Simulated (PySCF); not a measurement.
CH3Al2N (calculated)

All values are calculated (PySCF 2.14.0). Calculation on a computer-drawn molecule: optimised geometry and harmonic frequencies of an isolated molecule of the commonest isotopes, restricted reference for singlets and unrestricted otherwise, frozen core in MP2.

### CH3Al2N

Start structure:
```xyz
7
CH3Al2N
N     -2.9324    -0.3197    -1.9085
Al    -1.6883    -0.8255    -1.0448
C     -0.1896    -1.2780     0.0810
Al     0.4858     0.0322     1.4512
H     -3.7036    -0.0638    -2.4741
H     -0.4544    -2.2067     0.6130
H      0.6529    -1.5227    -0.5868
```

It was run with charge 0, multiplicity 1, method MP2 and basis cc-pV(D+d)Z.

The calculation gives: rotational constants 12.43, 2.111, 1.825 GHz; total energy -578.2688 hartree; convergence status largest gradient component 9.835e-06 hartree/bohr.

Drawn bonds:
| atom | other atom | order |
| --- | --- | --- |
| 1 | 2 | 2 |
| 2 | 3 | 1 |
| 3 | 4 | 1 |
| 1 | 5 | 1 |
| 3 | 6 | 1 |
| 3 | 7 | 1 |

Optimised structure:
```xyz
7
CH3Al2N
N     -2.8905    -0.0864    -1.7377
Al    -1.6602    -1.0427    -1.1418
C     -0.1664    -1.3618     0.0547
Al     0.2026     0.1927     1.2793
H     -3.6513    -0.0368    -2.4099
H     -0.3937    -2.2710     0.6523
H      0.7299    -1.5782    -0.5659
```

Modes:
| frequency (cm⁻¹) | reduced mass (dalton) |
| --- | --- |
| 60.48 | 8.327 |
| 95.3 | 4.375 |
| 207.9 | 14.76 |
| 338.8 | 1.13 |
| 436.1 | 1.241 |
| 439.6 | 1.207 |
| 507.1 | 4.916 |
| 634.5 | 2.634 |
| 779.2 | 1.07 |
| 791.6 | 1.621 |
| 1049 | 7.314 |
| 1328 | 1.096 |
| 3041 | 1.057 |
| 3118 | 1.102 |
| 3682 | 1.082 |
